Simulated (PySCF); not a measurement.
Te(GeH3)(OSiH3) (GeH₆OSiTe), SMILES [GeH3][Te]O[SiH3]. Geometry: B3LYP-D3(BJ)/def2-SVP. The def2 effective core potentials stand for the cores of Te; spin–orbit coupling is left out. Other conformers were not sampled.

Problem. Give the equilibrium geometry at B3LYP-D3(BJ)/def2-SVP (PySCF confirms it by a frequency run) as a Z-matrix. (Estimate from the structure and the level; the computed values follow.)

Solution. This is not unique; one that fits is 
```
O
Si 1 1.6744
H 2 1.4889 1 106.33
H 2 1.4937 3 109.63 1 -120.87
H 2 1.4944 3 109.61 4 -118.70
Te 1 2.0310 2 121.96 3 179.77
Ge 6 2.5914 1 92.28 2 -93.69
H 7 1.5392 6 109.02 1 57.76
H 7 1.5393 8 110.24 5 99.31
H 7 1.5425 8 110.75 9 122.77
```
